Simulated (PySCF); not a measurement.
Level of theory: PBE0/[I def2-SVP with ECP28, Br def2-SVP], scalar-relativistic core potentials, density fitting, no spin–orbit coupling, PySCF. Open shells, if any, are unrestricted.

What shape and geometry does isolated singlet IBr3 take (every ligand bound to I)?

Counting electrons, iodine keeps 4 of its valence electrons outside its bonds, so the VSEPR class is AX3E2 and the expected shape is T-shaped (C2v), as computed. The lowest minimum found is a singlet of C2v symmetry with I–Br 2.516 Å, I–Br 2.641 Å (×2); Br–I–Br 93.7° (×2), Br–I–Br 172.5°. Its harmonic wavenumbers are 44 (a1), 81 (b2), 89 (b1), 173 (a1), 240 (a1), 241 (b2) cm⁻¹ and its dipole moment is 0.31 D.
